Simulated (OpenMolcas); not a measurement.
# Co2+: effect of the metal basis

Co2+ with its 6 nearest fluoride ions at 1.986 Å, on the Mg site of KMgF3 (a = 3.973 Å, distance in the model lattice 1.986 Å). The rest of the host is ab initio model potentials to 7.6 Å and point charges beyond; the distance is set by hand and nothing relaxes.

| Item | Value |
| --- | --- |
| Program | OpenMolcas |
| Method | SS-CASPT2, IPEA 0.25 Eh, imaginary shift 0.1 Eh (closed shells correlated: 3s 3p and the ligand valence shells) |
| Spin-orbit coupling | RASSI with atomic mean-field integrals over the reference wave functions |

Fixed: ligand basis ANO-RCC-VDZP, active space 7 electrons in 5 orbitals (3d), DKH2 Hamiltonian.

States (labels of O, the rotations of Oh). Energies in cm-1 above the lowest state or level, χT in cm3 K/mol; under a threefold ground state the first gap can be a small split of the lowest multiplet, not the spin-orbit step.

```
Run   Metal basis  Ground state  First state of that spin  First gap with spin-orbit (degeneracies)  χT at 300 K  First state of another spin                      Cost
  A  ANO-RCC-VDZP           4T1                  4T2 9710                                360 (2, 4)        3.461                     2E 10920  roughly 2.3 core-minutes
  B  ANO-RCC-VTZP           4T1                  4T2 8980                                360 (2, 4)        3.484                     2E 11280    roughly 5 core-minutes
```

Against A, the first state of the same spin changes by -7.5 % in B.

Costs are those of the CASPT2 steps.

Roots that are degenerate in the reference are averaged as groups; the widest CASPT2 spread within a group is 150 cm-1 (the 2-fold group of multiplicity 2 near 30700 cm-1 above the lowest state of its run, A). Shifts and gaps below about the spread of the groups concerned are not significant. Over all roots computed the reference weight is 0.74 to 0.75 in A, 0.73 to 0.74 in B; a low but even weight reflects the number of correlated electrons. An orbital triplet at a regular site is open to Jahn-Teller coupling, which can distort the site and quench the lowest spin-orbit gaps and is left out. A single d shell leaves out the double-shell effect, which counts most for late 3d ions, where the CASPT2 field can be off either way by tens of per cent. Ligand-to-metal charge-transfer states are missing. These CASPT2 states fit no ligand-field parameters well, so their order and spin gaps are uncertain. For late 3d ions with one d shell CASPT2 can put B and the spin-flip bands somewhat low as well as high. With one d shell and no ligand orbital active, 10Dq can be off by tens of per cent for divalent 3d ions, low with halides held by bare charges and at times high in hosts. Free-ion shares, where given, are those of the reference states; single-state CASPT2 does not remix them. The distance lies 2 % under the 2.031 Å that this model takes as the normal distance (a Shannon-type radius plus a fixed donor radius, weighted with the host); by an R⁻⁵ law this alone changes a d-shell field by about +12 %. No measured value stands beside these numbers; the geometry was set by hand and not optimised.
